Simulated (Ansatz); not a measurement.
`C/N=C/C=C/NC`, relaxed with RKS PBE-D4/def2-SVP in the Gaussian-basis code of Ansatz from a rough embedded geometry. The force threshold is 0.03 eV/Å; the program also tests the step.

The species carries charge 0 and has multiplicity 1.

Start:

```xyz
17

C     1.630    2.645   -1.920
N     1.198    1.253   -1.629
C     0.519    1.129   -0.529
C    -0.071   -0.221   -0.211
C    -0.742   -0.285    0.974
N    -1.356   -1.418    1.529
C    -1.116   -2.780    1.085
H     2.305    2.927   -1.087
H     0.758    3.303   -1.940
H     2.187    2.661   -2.795
H     0.261    1.986    0.124
H     0.123   -1.032   -0.814
H    -0.911    0.582    1.653
H    -1.615   -1.303    2.537
H    -1.768   -3.432    1.651
H    -1.326   -2.928    0.051
H    -0.077   -3.085    1.322
```

Question: How much energy does the relaxation release, and in how many steps? (Best estimate.)

Answer: The calculation gave: 64.17 kJ/mol, in 13 steps, 2 of them rejected.

Question: Which bonds change most? (An estimate is asked.)

Answer: Ansatz gave: C1–H10 from 1.038 to 1.113 Å; C4–H12 from 1.029 to 1.101 Å; C3–C4 from 1.508 to 1.446 Å; C1–N2 from 1.486 to 1.438 Å.

Question: Give the relaxed structure. (Estimate.)

Answer: The calculation gave: 
```xyz
17

C     1.682    2.564   -1.869
N     1.298    1.232   -1.485
C     0.466    1.099   -0.508
C     0.004   -0.182   -0.023
C    -0.878   -0.276    1.022
N    -1.392   -1.423    1.552
C    -1.029   -2.738    1.083
H     2.785    2.687   -1.780
H     1.195    3.379   -1.273
H     1.448    2.738   -2.943
H     0.048    2.001    0.021
H     0.397   -1.074   -0.533
H    -1.239    0.648    1.506
H    -1.989   -1.348    2.372
H    -1.589   -3.505    1.650
H    -1.268   -2.862    0.003
H     0.060   -2.940    1.205
```
